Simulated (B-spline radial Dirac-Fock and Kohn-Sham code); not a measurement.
## Atomic iron: differential elastic cross section for electrons at 1.5 keV

Level of theory: relativistic (Dirac) partial waves in the static field of the Dirac-Fock atom with Furness-McCarthy exchange, without polarisation or absorption potentials; a B-spline atomic structure program.

```
θ (°)  dσ/dΩ (a₀²/sr)  Sherman function
    0             108             0.000
    1             102             0.000
    2            87.1             0.000
    3            68.7             0.000
    5            37.6             0.000
    7            20.3             0.000
   10            9.26             0.000
   15            3.29             0.000
   20            1.42            -0.001
   25           0.743             0.000
   30           0.456             0.000
   40           0.221             0.003
   50           0.123             0.008
   60          0.0758             0.010
   70          0.0518             0.007
   80          0.0391            -0.001
   90          0.0326            -0.012
  100          0.0298            -0.021
  110          0.0294            -0.027
  120          0.0306            -0.027
  130          0.0326            -0.025
  140          0.0351            -0.020
  150          0.0375            -0.015
  160          0.0395            -0.010
  170          0.0408            -0.005
  180          0.0413             0.000
```

The total elastic cross section is 4.93 a₀², the first transport cross section 0.603 a₀² and the second, weighted with (3/2) sin²θ, 0.894 a₀². The mean deflection is ⟨1 − cos θ⟩ = 0.122, and 4.2 % of the collisions scatter beyond 90°.

On this grid of angles the cross section has a minimum near 110°, from interference among the few low partial waves with large phase shifts.

Values without a named source are computed, but for edge energies of neutral atoms, which are taken from tables.
